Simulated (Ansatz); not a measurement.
The numbers are results of CAM-B3LYP-D3(BJ)/def2-TZVP // PBE0-D3(BJ)/def2-SVP (Ansatz, a first-principles code), not measurements. Isolated molecules, 0 K electronic values unless said otherwise. One relaxed conformer stands for a flexible species; it need not be the lowest.  In the def2 sets, heavy atoms carry core potentials.

Reference species (SMILES): `[Sn]([OH])([OH])([CH3])[OH]` (neutral, multiplicity 1).

```
Quantity          Value
-------------  --------
HOMO–LUMO gap   9.84 eV
LUMO            0.01 eV
HOMO           -9.83 eV
```

Changed species: `C1CCC[CH]1[Sn]([OH])([OH])[OH]` (Y = cyclopentyl; the reference has Y = methyl).

Question: What does the change do to the HOMO–LUMO gap, LUMO and HOMO?

Answer: the HOMO–LUMO gap falls by 0.49 eV, to 9.35 eV; the LUMO increases by 0.06 eV, to 0.07 eV; the HOMO increases by 0.55 eV, to -9.28 eV.
